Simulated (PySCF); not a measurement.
Al(Me)(Cl) (CH3AlCl), SMILES [CH3][Al+][Cl], charge +1. The structure is a stationary point at PBE-D3(BJ)/def2-TZVP. The spin state was assumed, not searched. The isomer is the one that the SMILES or the coordinates give; other isomers of the formula were not compared.

Q: Give the equilibrium geometry at PBE-D3(BJ)/def2-TZVP (PySCF confirms it by a frequency run) as a Z-matrix, and its point group. (Estimate from the structure and the level; the computed values follow.)

A: point group C3v.
```
C
H 1 1.1002
H 1 1.1002 2 109.95
H 1 1.1002 2 109.95 3 121.18
Al 1 1.9155 2 108.99 4 119.41
Cl 5 2.0260 2 155.41 1 180.00
```
Charge +1, spin multiplicity 1.
